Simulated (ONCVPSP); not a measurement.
**beryllium (Be): excitation energies, all-electron against ONCV**

```json
{
  "Element": "beryllium (Be)",
  "Generator": "ONCVPSP 4.0.1",
  "Type": "optimised norm-conserving Vanderbilt (ONCV)",
  "Functional": "PBE",
  "Relativity": "scalar-relativistic",
  "Frozen core": "[He]",
  "Valence charge": "2",
  "Reference configuration": "2s2",
  "Partial waves": "2s: rc 1.75 bohr, ncon 4, nbas 9, qcut 4 1/bohr, 2 projectors, debl 1.1 Ha; p scattering state at 0.29 Ha: rc 1.70 bohr, ncon 4, nbas 8, qcut 4 1/bohr, 2 projectors, debl 3.2 Ha; d scattering state at 0.31 Ha: rc 1.75 bohr, ncon 4, nbas 8, qcut 6 1/bohr, 2 projectors, debl 3.8 Ha",
  "Local potential": "polynomial inside 1.15 bohr (lpopt 5, dvloc0 4 Ha)",
  "Core correction": "Teter function, fcfact 2, rcfact 1.3"
}
```

In the p channel the program set the typed energies aside and used 0.050, 3.250 Ha.

Energies are relative to the spin-unpolarised reference configuration 2s2; without spin polarisation the order of configurations can differ from experiment.

Task: Give the all-electron excitation energy and the error of the potential for: 2s1; 2s1.5; 2s1 2p1; 2s0 2p1.

Result:

```json
{"valence configuration": "2s1", "charge": "+1", "ΔE all-electron (eV)": "9.551", "error AE − PS (meV)": "+7.0"}
{"valence configuration": "2s1.5", "charge": "+0.5", "ΔE all-electron (eV)": "3.761", "error AE − PS (meV)": "+0.7"}
{"valence configuration": "2s1 2p1", "charge": "0", "ΔE all-electron (eV)": "3.612", "error AE − PS (meV)": "+0.6"}
{"valence configuration": "2s0 2p1", "charge": "+1", "ΔE all-electron (eV)": "13.460", "error AE − PS (meV)": "-2.3"}
```

Levels in the configuration 2s1:

```json
{"level": "2s", "all-electron (eV)": "-13.700", "pseudo (eV)": "-13.674"}
```

Note: no bound ghost flagged; GHOST(+) flagged for s at 90.3 eV.
